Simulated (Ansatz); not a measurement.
`[GeH][Br]` and `[SH][Ge][Br]` differ in one atom or group.

Ansatz, PBE0-D4/def2-TZVP geometries, multiplicity 1. Each molecule was computed in one conformer, which needn't be the lowest.

Scalar relativity is left out up to krypton.

```
                                        property  `[GeH][Br]`
              HOMO energy (PBE0/def2-TZVPP) / eV        -7.09
               HOMO energy (PBE/def2-TZVPP) / eV        -6.00
              LUMO energy (PBE0/def2-TZVPP) / eV        -3.13
             HOMO–LUMO gap (PBE/def2-TZVPP) / eV         2.10
           HOMO energy (ωB97M-V/def2-TZVPP) / eV        -9.19
size of the dipole moment (B3LYP/def2-TZVPP) / D         1.75
```

Give the same properties after the change, and the shifts. (Estimate.)

The calculation gave: 
| property | `[SH][Ge][Br]` | shift |
| --- | --- | --- |
| HOMO energy (PBE0/def2-TZVPP) / eV | -7.50 | -0.41 |
| HOMO energy (PBE/def2-TZVPP) / eV | -6.43 | -0.43 |
| LUMO energy (PBE0/def2-TZVPP) / eV | -2.79 | 0.34 |
| HOMO–LUMO gap (PBE/def2-TZVPP) / eV | 2.96 | 0.86 |
| HOMO energy (ωB97M-V/def2-TZVPP) / eV | -9.53 | -0.34 |
| size of the dipole moment (B3LYP/def2-TZVPP) / D | 1.03 | -0.72 |

With PBE0 the HOMO falls by 0.41 eV and the LUMO rises by 0.34 eV, so the gap widens by about 0.75 eV. PBE moves the HOMO by -0.43 eV and ωB97M-V by -0.34 eV. The zero-point energy changes by 9.4 kJ/mol with +3 modes. Dipoles are sizes alone; their direction can turn.

B3LYP here is the variant with VWN-RPA as its local correlation; programs differ in this.

Spin–orbit coupling is left out; it splits and shifts lone-pair levels of the heavy atoms by tenths of an eV.
